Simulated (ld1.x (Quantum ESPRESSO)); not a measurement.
**Pseudopotential generation for chlorine (Cl): TM, LDA (PZ), scalar-relativistic.**

* Element: Cl
* Generator: ld1.x (Quantum ESPRESSO) 7.5
* Type: norm-conserving Troullier–Martins (Kleinman–Bylander form)
* Functional: LDA (PZ)
* Relativity: scalar-relativistic
* Frozen core: [Ne]
* Valence charge: 7
* Reference configuration: 3s1.75 3p5.25
* Partial waves: 3p (bound): rc 1.05 bohr; 3s (bound): rc 1.00 bohr
* Local potential: the s channel
* Core correction: a·sin(br)/r model core inside 1.12 bohr

* Cutoffs needed: 140 Ry and 260 Ry (the cutoffs (Ry, on a coarse ladder) from which the occupation-weighted sum of valence levels, in a spherical-Bessel basis at the reference potential, stays within 10 and 1 mRy of its value at 400 Ry)
* Ghost test: no extra level below or beside the all-electron valence levels (p, s, d, f tested) (spherical-Bessel basis up to 400 Ry, 20 bohr box)
* Largest excitation error: +278 meV (all-electron minus pseudo) for 3s2 3p1, out of 7 test configurations
